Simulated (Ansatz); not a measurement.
C2H9BSi can be A, `B[SiH](C)C`, or B, `CB[SiH2]C`.

Isolated molecules relaxed with PBE0-D4/def2-TZVP in Ansatz; ΔE leaves out vibrations. CBS: MP2 limit from def2 TZ/QZ plus the TZ coupled-cluster correction, frozen cores. DFT in def2-TZVPP. B3LYP here is the variant with VWN-RPA as its local correlation; programs differ in this. Each species was taken in one conformer, which may not be the lowest.

(1) Which is lower in electronic energy at CCSD(T)/CBS, and by how much? (Best estimate.)

(2) Give E(B) − E(A) in kcal/mol with MP2/def2-TZVPP, HF/def2-TZVPP, B3LYP-D4, CCSD(T)/def2-TZVPP, B3LYP, CCSD/def2-TZVPP, PBE0-D4. (An estimate is asked.)

Largest T1 diagnostic: 0.011.

## Answers

(1) Computed: B, by 2.8 kcal/mol.

(2) The calculation gave: MP2/def2-TZVPP -2.6, HF/def2-TZVPP -2.4, B3LYP-D4 -3.6, CCSD(T)/def2-TZVPP -2.8, B3LYP -3.8, CCSD/def2-TZVPP -2.7, PBE0-D4 -3.9. None reverses the order clearly.
